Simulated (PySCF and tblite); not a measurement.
The numbers below are computed, except where a source is named.
# Barrier and rate of a rotation

System: C7H13FO, numbered as in [CH3:1][O:2][C@@H:3]1[CH2:4][CH2:5][CH2:6][CH2:7][C@H:8]1[F:9].

Motion: rotation about the C3–O2 bond (torsion C4–C3–O2–C1 from -161° to -286°, falling). Level: PBE0/pcSseg-1 + D3(BJ) on GFN2-xTB stationary points, with GFN2-xTB thermal terms. Rate constants are transition-state-theory values, counting equivalent paths, without tunnelling. Programs: tblite and PySCF.

```tsv
point	symmetry	E(GFN2) kcal/mol	E(DFT) kcal/mol	ZPE change kcal/mol	lowest mode cm⁻¹	dipole D
start	C1	0.0	0.0	0.00	58	1.50
saddle	C1	4.0	5.1	-0.05	124i	1.97
end	C1	1.8	3.0	0.12	80	2.78
```

```
Electronic barrier                                      : 5.1 kcal/mol
Barrier with zero-point energy                          : 5.0 kcal/mol
ΔH‡ (298 K)                                             : 4.5 kcal/mol
ΔS‡ (298 K, symmetry apart)                             : -3.9 cal/(mol K)
Paths                                                   : 1 equivalent path
End point                                               : a different minimum
Mean lifetime of the start against this motion at 298 K : 2.2 ns
Cost                                                    : 2.2 min on 1 thread of Arm Neoverse V2, on a host shared with other jobs (rough), peak memory 1 GiB, launched as `OMP_NUM_THREADS=1 python ens_run.py task.json out`
```

```json
{"T/K": "150", "ΔG‡ kcal/mol": "5.3", "k s⁻¹": "6.7×10⁴", "ΔG kcal/mol": "3.1", "k back s⁻¹": "2.6×10⁹"}
{"T/K": "200", "ΔG‡ kcal/mol": "5.4", "k s⁻¹": "5.5×10⁶", "ΔG kcal/mol": "3.2", "k back s⁻¹": "1.6×10¹⁰"}
{"T/K": "250", "ΔG‡ kcal/mol": "5.5", "k s⁻¹": "7.9×10⁷", "ΔG kcal/mol": "3.2", "k back s⁻¹": "4.7×10¹⁰"}
{"T/K": "298", "ΔG‡ kcal/mol": "5.7", "k s⁻¹": "4.5×10⁸", "ΔG kcal/mol": "3.2", "k back s⁻¹": "9.6×10¹⁰"}
{"T/K": "350", "ΔG‡ kcal/mol": "5.8", "k s⁻¹": "1.7×10⁹", "ΔG kcal/mol": "3.2", "k back s⁻¹": "1.7×10¹¹"}
{"T/K": "400", "ΔG‡ kcal/mol": "6.0", "k s⁻¹": "4.6×10⁹", "ΔG kcal/mol": "3.2", "k back s⁻¹": "2.5×10¹¹"}
{"T/K": "500", "ΔG‡ kcal/mol": "6.3", "k s⁻¹": "1.9×10¹⁰", "ΔG kcal/mol": "3.2", "k back s⁻¹": "4.6×10¹¹"}
```

ΔG and ΔG‡ leave out symmetry numbers and mirror images; rates count paths: 1 out, 1 back.
